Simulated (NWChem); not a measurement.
Everything below was run with NWChem. System: C₂H₅FSi, charge 0, spin multiplicity 1, at a geometry optimised with PBE0/def2-SVP. The structure started from a generated list of species. Level: MP2/def2-TZVP, 8 core orbitals frozen.

Part of the output:

```
             Northwest Computational Chemistry Package (NWChem) 7.3.0
             --------------------------------------------------------

                                NWChem Input Module
                                -------------------

 Scaling coordinates for geometry "geometry" by  1.889725989
 (inverse scale =  0.529177249)

 Turning off AUTOSYM since
 SYMMETRY directive was detected!

                             Geometry "geometry" -> ""
                             -------------------------

 Output coordinates in angstroms (scale by  1.889725989 to convert to a.u.)

  No.       Tag          Charge          X              Y              Z
 ---- ---------------- ---------- -------------- -------------- --------------
    1 C                    6.0000     0.92621800     1.47213700     0.00000000
    2 C                    6.0000    -0.02833500     0.54219600     0.00000000
    3 F                    9.0000    -1.32136700     0.91774700     0.00000000
    4 Si                  14.0000     0.21561100    -1.32952700     0.00000000
    5 H                    1.0000     1.97711100     1.17954500     0.00000000
    6 H                    1.0000     0.67507100     2.53682300     0.00000000
    7 H                    1.0000     1.68039200    -1.61006900     0.00000000
    8 H                    1.0000    -0.42305800    -1.91932100    -1.21294400
    9 H                    1.0000    -0.42305800    -1.91932100     1.21294400

 Effective nuclear repulsion energy (a.u.)     154.6115565640

            Nuclear Dipole moment (a.u.)
            ----------------------------
        X                 Y               Z
 ---------------- ---------------- ----------------
     0.0000132281     0.0000000000     0.0000000000

      Symmetry information
      --------------------

 Group name             Cs
 Group number              2
 Group order               2
 No. of unique centers     8

      Symmetry unique atoms

     1    2    3    4    5    6    7    8


 Summary of "ao basis" -> "" (spherical)
 ------------------------------------------------------------------------------
       Tag                 Description            Shells   Functions and Types
 ---------------- ------------------------------  ------  ---------------------
 *                         def2-tzvp                  on all atoms

 Summary of "ao basis" -> "ao basis" (spherical)
 ------------------------------------------------------------------------------
[...]
    3 F    9     9.28   0.77  1.20  0.59  1.01  0.35  2.24  2.27  0.83  0.00  0.02  0.00
    4 Si  14    13.67   2.00  0.58  1.39  0.80  0.42  4.12  1.73  0.53  1.41  0.32  0.14  0.19  0.03
    5 H    1     0.85   0.26  0.49  0.08  0.02
    6 H    1     0.85   0.26  0.48  0.09  0.02
    7 H    1     1.05   0.24  0.56  0.24  0.01
    8 H    1     1.04   0.24  0.56  0.23  0.01
    9 H    1     1.04   0.24  0.56  0.23  0.01

       Multipole analysis of the density wrt the origin
       ------------------------------------------------

     L   x y z        total         open         nuclear
     -   - - -        -----         ----         -------
     0   0 0 0     -0.000000      0.000000     40.000000

     1   1 0 0      0.601129      0.000000      0.000013
     1   0 1 0     -0.091764      0.000000      0.000000
     1   0 0 1      0.000000      0.000000      0.000000

     2   2 0 0    -24.674424      0.000000    103.787229
     2   1 1 0      1.422247      0.000000    -13.839254
     2   1 0 1      0.000000      0.000000      0.000000
     2   0 2 0    -22.882433      0.000000    231.694272
     2   0 1 1      0.000000      0.000000      0.000000
     2   0 0 2    -25.238444      0.000000     10.507736

                   NWChem MP2 Semi-direct Energy/Gradient Module
                   ---------------------------------------------

  Basis functions       =    160
  Molecular orbitals    =    160
  Frozen core           =      8
  Frozen virtuals       =      0
  Active alpha occupied =     12
  Active beta occupied  =     12
  Active alpha virtual  =    140
  Active beta virtual   =    140
  Use MO symmetry       = T
  Use skeleton AO sym   = T

  AO/Fock/Back tols     =   1.0D-09  1.0D-09  1.0D-09

 GA uses MA = F    GA memory limited = T

 Available:
  local mem=  1.15D+08
 global mem=  1.31D+08
 local disk=  0.00D+00
  mp2_memr nvloc                   140
  nvloc new                   140
   1 passes of  12:        5242880                     136190                  70878311.
   1 passes of  12: M    114679372           G      131020800           F     109436492.

 Semi-direct pass number   1 of   1  for RHF alpha+beta  at       14.7s
  vrange nnbf                 12401
  mp2_eaftype                   270  avail_ma_in_mb                   999
 EAF : mp2_eaftype filesize         270   35439155.
  mp2_eaf for mointskh                    270
Node 0 wrote    166.7 Mb in      0.1 s     Agg I/O rate:  2095.7 Mb/s
 Done moints_semi at       33.9s
  mp2_eaftype                   270  avail_ma_in_mb                   729
 EAF : mp2_eaftype filesize         270   35439155.
  mp2_eaf for kh                   270
 Done maket at       34.8s
 Done multipass loop at       34.8s

          -------------------------------------------
          SCF energy                -467.066328311691
          Correlation energy          -0.679543861322
          Singlet pairs               -0.445339122395
          Triplet pairs               -0.234204738927
          Total MP2 energy          -467.745872173013
          -------------------------------------------

          ---------------------------------------------------
                    Spin Component Scaled (SCS) MP2
          Same spin pairs                     -0.156136492618
          Same spin scaling factor             0.333333333333
          Opposite spin pairs                 -0.523407368704
          Opposite spin scaling fact.          1.200000000000
          SCS-MP2 correlation energy          -0.680134339985
          Total SCS-MP2 energy              -467.746462651676
          ---------------------------------------------------

 -----------------------
 Performance information
 -----------------------

 Timer overhead =  2.58D-07 seconds/call

               Nr. of calls         CPU time (s)                 Wall time (s)                GFlops
             ---------------    -------------------     ------------------------------   -------------------
Name         Min   Avg   Max    Min     Avg     Max     Min     Avg     Max   Mx/calls   Min     Max     Sum
mp2: moin     1     1     1    19.     19.     19.      19.     19.     19.     19.      0.0     0.0     0.0
mp2: make     1     1     1   0.91    0.91    0.91     0.91    0.91    0.91    0.91      0.0     0.0     0.0
mp2: tota     1     1     1    20.     20.     20.      20.     20.     20.     20.      0.0     0.0     0.0

 The average no. of pstat calls per process was 3.00D+00
 with a timing overhead of 7.75D-07s

 Task  times  cpu:       34.8s     wall:       34.8s

 Total times  cpu:       34.8s     wall:       34.8s
```

Task: Write an NWChem input that would produce this output.

Result: Several could match; the one computed here: 
```
start mol
memory heap 200 mb stack 800 mb global 1000 mb
geometry units angstroms nocenter noautoz
  C      0.926218     1.472137     0.000000
  C     -0.028335     0.542196     0.000000
  F     -1.321367     0.917747     0.000000
  Si     0.215611    -1.329527     0.000000
  H      1.977111     1.179545     0.000000
  H      0.675071     2.536823     0.000000
  H      1.680392    -1.610069     0.000000
  H     -0.423058    -1.919321    -1.212944
  H     -0.423058    -1.919321     1.212944
  symmetry group Cs
end
basis spherical
  * library def2-tzvp
end
scf
  rhf
  nopen 0
  maxiter 100
  thresh 1e-7
  semidirect memsize 60000000 filesize 0
end
mp2
  freeze core 8
end
task mp2 energy
```
